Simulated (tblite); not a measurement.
C₃H₄B₂F₄.
Atom-mapped SMILES: `[CH3:1]/[C:2](=[CH:3]\[B:4]([F:5])[F:6])[B:7]([F:8])[F:9]` (hydrogens: H10, H11, H12 on C1; H13 on C3)

Computed with GFN2-xTB (tblite), gas phase: L-BFGS steps from a force-field or distance-geometry start until the largest atomic force falls under 0.01 eV/Å.

Step 6: E = -817.1289 eV
```
atom  x, y, z in Å  |  force x, y, z in eV/Å
C1     -0.5831    1.3044   -0.1797   -0.009   0.088  -0.017
C2     -0.4444   -0.1645    0.0916    0.000   0.052  -0.004
C3      0.7574   -0.7835    0.0471   -0.036  -0.014   0.017
B4      2.1286   -0.1448   -0.2748    0.025   0.039  -0.008
F5      3.2372   -0.8594   -0.2855    0.003   0.014  -0.004
F6      2.3107    1.1303   -0.5585    0.058   0.037  -0.017
B7     -1.7327   -0.9825    0.4379   -0.011  -0.008   0.016
F8     -1.7115   -2.2735    0.6964   -0.009  -0.004  -0.002
F9     -2.9297   -0.4366    0.5001    0.003  -0.019  -0.001
H10     0.0171    1.8750    0.5250    0.052   0.005  -0.002
H11    -1.6130    1.6380   -0.1007   -0.059  -0.105   0.026
H12    -0.2211    1.5401   -1.1774    0.049   0.001  -0.017
H13     0.7802   -1.8426    0.2608   -0.068  -0.086   0.014
```

Step 7: E = -817.1306 eV
```
atom  x, y, z in Å  |  force x, y, z in eV/Å
C1     -0.5835    1.3090   -0.1806    0.011  -0.030   0.005
C2     -0.4444   -0.1607    0.0912   -0.006  -0.036   0.015
C3      0.7550   -0.7847    0.0482    0.041  -0.007   0.001
B4      2.1288   -0.1431   -0.2750   -0.022   0.009   0.003
F5      3.2371   -0.8576   -0.2859    0.011  -0.002  -0.002
F6      2.3149    1.1318   -0.5595    0.026   0.014  -0.007
B7     -1.7319   -0.9824    0.4385    0.009   0.022   0.000
F8     -1.7128   -2.2731    0.6962    0.016  -0.020  -0.001
F9     -2.9291   -0.4386    0.5001   -0.035   0.009   0.001
H10     0.0200    1.8750    0.5245    0.022   0.035   0.000
H11    -1.6166    1.6318   -0.0991   -0.025  -0.046   0.010
H12    -0.2182    1.5401   -1.1780    0.019   0.026  -0.020
H13     0.7764   -1.8471    0.2615   -0.068   0.027  -0.005
```

Problem. Estimate the geometry and energy of step 8. (The exact step hangs on the optimiser's Hessian estimate; all steps are aligned on step 7, rigid shifts and turns removed.)

Solution. E = -817.1308 eV, largest force 0.065 eV/Å
```
atom  x, y, z in Å  |  force x, y, z in eV/Å
C1     -0.5834    1.3095   -0.1807    0.011  -0.034   0.006
C2     -0.4445   -0.1603    0.0914    0.030  -0.048   0.012
C3      0.7552   -0.7852    0.0484    0.007   0.019  -0.002
B4      2.1286   -0.1426   -0.2750   -0.008   0.002   0.002
F5      3.2372   -0.8573   -0.2860    0.004   0.001  -0.001
F6      2.3160    1.1323   -0.5598    0.015   0.003  -0.003
B7     -1.7317   -0.9821    0.4387   -0.004   0.012   0.002
F8     -1.7129   -2.2732    0.6962    0.018  -0.007  -0.003
F9     -2.9295   -0.4389    0.5001   -0.025   0.007   0.001
H10     0.0209    1.8755    0.5244    0.007   0.029  -0.008
H11    -1.6176    1.6299   -0.0987   -0.004  -0.036   0.005
H12    -0.2173    1.5404   -1.1784    0.007   0.024  -0.006
H13     0.7747   -1.8475    0.2616   -0.058   0.028  -0.005
```

The energy changes by -0.0003 eV. The first-order estimate −F·Δx gives -0.0003 eV and the mean of the old and new forces, exact on a quadratic surface, -0.0003 eV. The step makes an angle of 47° with the force vector and moves no atom by more than 0.002 Å.

The cost below is that of the whole relaxation. Hardware: an Intel Xeon at 2.50 GHz with one thread, shared host with 64 logical CPUs at a one-minute load of 64. Cost: 0.3 s.
